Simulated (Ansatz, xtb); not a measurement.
# Relative energy of two isomers of C4H4F4Se

Structure I is `C=C(F)[Se]CC(F)(F)F`, a singlet and structure II is `FC(F)(F)C1(F)C[Se]C1`, a singlet. Both are isolated molecules in the gas phase, relaxed with r2SCAN-D4/def2-SVP, each in the lowest conformer that the search found.

Question: Estimate which is lower in electronic energy at CCSD(T)/def2-SVP + ΔMP2/def2-TZVPP, and by roughly how much.

Answer: The CCSD(T)/def2-SVP + ΔMP2/def2-TZVPP calculation puts structure II lower, by 0.313 eV.

How the difference moves with the method:

```
                             level            geometry  E(II) − E(I) (eV)  departure from the last row (eV)  job, with rough time for the two
                          GFN2-xTB            GFN2-xTB              −0.496                            −0.183              optimisation, 0.41 s
                         HF/STO-3G            GFN2-xTB              −0.984                            −0.671              single point, 0.84 s
      r2SCAN-D4/def2-SVP//GFN2-xTB            GFN2-xTB              −0.334                            −0.021               single point, 6.6 s
                r2SCAN-D4/def2-SVP  r2SCAN-D4/def2-SVP              −0.302                            +0.012                optimisation, 68 s
                       HF/def2-SVP  r2SCAN-D4/def2-SVP              −0.252                            +0.062           part of the CCSD(T) run
                      MP2/def2-SVP  r2SCAN-D4/def2-SVP              −0.379                            −0.066           part of the CCSD(T) run
                  CCSD(T)/def2-SVP  r2SCAN-D4/def2-SVP              −0.334                            −0.021                      single point
CCSD(T)/def2-SVP + ΔMP2/def2-TZVPP  r2SCAN-D4/def2-SVP              −0.313                                                 single point, 5 min
```

As drawn, II has 2 C–C in place of 1 C=C. Structure I has no ring, II a 4-membered ring.

None of the levels shown reverses the order. The largest departure from CCSD(T)/def2-SVP + ΔMP2/def2-TZVPP is that of HF/STO-3G, 0.671 eV. The last row adds to CCSD(T) the change of the MP2 difference between the two basis sets, here +0.021 eV.

With thermal terms from frequencies at re-optimised GFN2-xTB minima (ideal gas, soft modes damped towards free rotors, one conformer each, 298.15 K, 1 atm): the zero-point term adds +0.068 eV; ΔH is −0.280 and ΔG −0.199 eV.

The correlated steps freeze 17 core orbitals; the filled d shell of Se is correlated, in a basis made for valence electrons. Codes used: Ansatz 0.2.0, xtb 6.7.1; the last row on 4 threads of Arm Neoverse V1 on a shared host.
